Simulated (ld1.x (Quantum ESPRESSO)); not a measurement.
**bismuth: excitation energies, all-electron against TM**

```
Element                 : bismuth (Bi)
Generator               : ld1.x (Quantum ESPRESSO) 7.5
Type                    : norm-conserving Troullier–Martins (Kleinman–Bylander form)
Functional              : PBEsol
Relativity              : scalar-relativistic
Frozen core             : [Xe] 4f14 5d10
Valence charge          : 5
Reference configuration : 6s1 6p4
Partial waves           : 6p (bound): rc 2.35 bohr; 6s (bound): rc 1.55 bohr
Local potential         : the s channel
Core correction         : none
```

Energies are relative to the spin-unpolarised reference configuration 6s1 6p4; without spin polarisation the order of configurations can differ from experiment.

```csv
valence configuration,charge,ΔE all-electron (eV),error AE − PS (meV)
6s2 6p3,0,-10.116,+12
6s2 6p2,+1,-2.167,+7.6
6s2 6p1,+2,13.123,-9.0
6s2 6p2.5,+0.5,-7.003,+11
6s1 6p3,+1,8.689,-8.3
```

Task: What are ΔE and the potential's error for 6s0 6p5?

Result: ΔE = 10.458 eV all-electron; the error (AE − PS) is +35 meV.

Task: What are ΔE and the potential's error for 6s1 6p0?

Result: ΔE = 81.958 eV all-electron; the error (AE − PS) is +81 meV.

Levels in the configuration 6s2 6p3:

| level | all-electron (eV) | pseudo (eV) |
| --- | --- | --- |
| 6s | -14.535 | -14.549 |
| 6p | -4.597 | -4.595 |

ld1.x printed “convergence not achieved” for 6 of the counted tests; their residual had stalled under 1e-8, short of the target of 1e-14.
